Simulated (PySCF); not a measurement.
**Polarisability and C₆ of Cd⁺ (cadmium, charge +1)**

[Kr] 4d10 5s1, 2S determinant. Calculation: PySCF 2.14, in x2c-QZVPPall with one added diffuse shell each of s, p, d, f, g type (14s9p8d5f3g, 143 functions); the spin-free X2C one-electron Hamiltonian (Gaussian nucleus). Coupled (time-dependent) response in atomic units; α is the mean over directions.

```json
{"method": "TPSSh", "mean α (bohr³)": "23.98", "C₆ (like pair)": "143.7", "S(−4)": "394.2"}
```

S(−4) is the Cauchy moment in α(ω) = α(0) + S(−4) ω² + …

α(iu) at TPSSh:

```json
{"u (hartree)": "0", "α(iu) (bohr³)": "23.98"}
{"u (hartree)": "0.0500", "α(iu) (bohr³)": "23.05"}
{"u (hartree)": "0.100", "α(iu) (bohr³)": "20.74"}
{"u (hartree)": "0.200", "α(iu) (bohr³)": "15.48"}
{"u (hartree)": "0.300", "α(iu) (bohr³)": "11.71"}
{"u (hartree)": "0.500", "α(iu) (bohr³)": "7.717"}
{"u (hartree)": "0.750", "α(iu) (bohr³)": "5.425"}
{"u (hartree)": "1.00", "α(iu) (bohr³)": "4.168"}
{"u (hartree)": "1.50", "α(iu) (bohr³)": "2.776"}
{"u (hartree)": "2.00", "α(iu) (bohr³)": "2.005"}
{"u (hartree)": "3.00", "α(iu) (bohr³)": "1.187"}
{"u (hartree)": "5.00", "α(iu) (bohr³)": "0.5515"}
```

A single London oscillator, α(iu) = α/(1 + u²/ω²), gives C₆ = (3/4) ω α². Matching the computed C₆ needs ω = 4 × 143.7 / (3 × 23.98²) = 0.333 hartree.

For an ion, C₆ is the dispersion term alone; charge-induced terms of lower order in 1/R come first.
